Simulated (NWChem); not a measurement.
System: 1-butanol (C₄H₁₀O); SMILES CCCCO

The following NWChem deck was run.

```
start job
memory heap 200 mb stack 900 mb global 1100 mb
geometry units angstroms noautoz
  C      0.337272    -2.511097     0.000034
  C     -0.508022    -1.232948    -0.001599
  C      0.340661     0.044386     0.000277
  C     -0.495642     1.317627    -0.000648
  O      0.393182     2.429640     0.000818
  H      0.985628    -2.557643    -0.883475
  H     -0.293442    -3.407456    -0.000996
  H      0.982493    -2.557478     0.885843
  H     -1.170799    -1.233402     0.875652
  H     -1.167123    -1.233249    -0.881611
  H      0.995931     0.060401     0.881451
  H      0.998777     0.060993    -0.878774
  H     -1.152064     1.332660     0.886251
  H     -1.149774     1.333049    -0.889236
  H     -0.139847     3.238784     0.002528
end
basis spherical
  * library def2-svp
end
dft
  xc xwpbe 0.80 cpbe96 1.0 hfexch 1.00
  cam 0.2 cam_alpha 0.2 cam_beta 0.8
  iterations 150
end
tddft
  cis
  nroots 8
  notriplet
end
task tddft energy
```

All runs use the structure optimised with B3LYP/6-31G* (spherical d).

Vertical excitations in the gas phase.

Q: What results follow from this input? (LRC-wPBEh/def2-SVP, TDA.) Quantities: lowest excitation, singlet (eV); oscillator strength of that lowest state; lowest state with f > 0.02, singlet (eV); oscillator strength of that bright state; orbital gap (eV).

A: 
- lowest excitation, singlet (eV) = 7.60
- oscillator strength of that lowest state = 0.001
- lowest state with f > 0.02, singlet (eV) = 8.96
- oscillator strength of that bright state = 0.020
- orbital gap (eV) = 12.94
